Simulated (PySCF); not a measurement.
Level of theory: delta-SCF UKS SCAN, pcX-2 on the ionised atom, pcseg-1 elsewhere, spin-free X2C (PySCF 2.14.0). Geometries: PBE0-D3(BJ)/def2-SVP; isolated species, one conformer each. Values against the vacuum level.

Question: Rank by computed C 1s binding energy, lowest first.
A. C6 in `[F:1][C:2]([F:3])([F:4])[CH2:5][CH2:6][O:7][SiH3:8]`
B. C2 in `[CH3:1][C@@H:2]([O:3][SiH3:4])[C:5]([F:6])([F:7])[F:8]`
C. C5 in `[CH3:1][O:2][SiH2:3][CH2:4][C:5]([F:6])([F:7])[F:8]`
D. C6 in `[CH3:1][O:2][SiH:3]([O:4][CH3:5])[CH:6]1[CH2:7][CH2:8]1`

Answer: D (290.00 eV), A (292.89 eV), B (293.26 eV), C (298.26 eV).

From the lowest up, the atoms are bonded to: 2 C, H and Si (290.00); O, C and 2 H (292.89); O, 2 C and H (293.26); 3 F and C (298.26).
